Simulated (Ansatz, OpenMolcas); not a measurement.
CuF (fluorocopper): from total energies to a heat of formation

CuF has 2 atoms, charge 0, and is taken as a singlet. As SMILES, `[F][Cu]`. Geometry: relaxed at PBE0-D4/def2-TZVP.

```
atom    x (Å)    y (Å)    z (Å)
   F   0.7510  -0.2689   0.3771
  Cu  -0.7510   0.2689  -0.3771
```

Total energies at TPSS/def2-TZVPP (OpenMolcas 26.06); the atoms run unrestricted:

| species | state | energy (Eh) |
| --- | --- | --- |
| CuF | singlet | -1740.446353 |
| F | doublet | -99.773127 |
| Cu | doublet | -1640.518615 |

Harmonic wavenumbers at PBE0-D4/def2-TZVP, in cm⁻¹: 593.

Measured heats of formation of the gaseous atoms at 298.15 K, in kJ/mol: F 79.4, Cu 337.6. Spin-orbit lowering of the atoms at 298 K (mean of the ground term's levels less their thermal mean, from spectra), in kJ/mol: F 1.29. Take 1 Eh = 2625.50 kJ/mol, 1 cm⁻¹ = 0.0119627 kJ/mol, RT = 2.479 kJ/mol.

**Question.** Work out the heat of formation of the gas at 298 K.

**Answer.** 
1. Electronic atomisation energy: (-99.773127) + (-1640.518615) − (-1740.446353) = 0.154611 Eh = 405.9 kJ/mol.
2. Zero-point energy: half the sum of the wavenumbers, 296.5 cm⁻¹ = 3.5 kJ/mol.
3. Thermal vibrational enthalpy, Σ hcν̃/(exp(hcν̃/kT) − 1): 0.4 kJ/mol. Translation, rotation and pV of a linear molecule: 3.5 RT = 8.7 kJ/mol.
4. The 2 free atoms carry 5/2 RT each: 12.4 kJ/mol.
5. Spin-orbit coupling lowers the free atoms by 1.29 = 1.3 kJ/mol.
6. Atomisation enthalpy at 298 K: 405.9 − 1.3 − 3.5 − 0.4 − 8.7 + 12.4 = 404.4 kJ/mol.
7. Sum of the atoms' heats of formation: 417.0 kJ/mol. Heat of formation: 417.0 − 404.4 = +12.6 kJ/mol.

The tabulated value is -12.6 kJ/mol (NIST-JANAF tables), so this level is off by +25.2 kJ/mol, or 5.9 % of the atomisation enthalpy. Relativity is left out. Anharmonicity and any spin-orbit splitting of the molecule are left out.
